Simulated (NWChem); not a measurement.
Molecule: GeS, singlet; SMILES [S]=[Ge]

```xyz
2

Ge     0.0000     0.0000    -0.6698
S      0.0000     0.0000     1.3482
```
Atoms are numbered in this order, from 1.

Level: PBE0/def2-SVP (NWChem), optimised geometry, unscaled harmonic frequencies. Low-valent species are run as closed-shell singlets; no triplet was tried in these runs.

### Question
List the harmonic frequencies with IR intensities, and the thermochemistry.

### Answer
```tsv
frequency (cm⁻¹)	IR intensity (km/mol)
595	37.0
```

```
Property                                                                            Value
-----------------------------------------------------------------------  ----------------
zero-point energy                                                            0.8 kcal/mol
thermal correction to the enthalpy at 298.15 K (with zero-point energy)      3.0 kcal/mol
heat capacity Cv                                                          6.0 cal/(mol K)
entropy at 298.15 K and 1 atm (symmetry number 1)                        56.3 cal/(mol K)
dipole moment                                                                      2.00 D
```

Rigid rotor and harmonic oscillator.
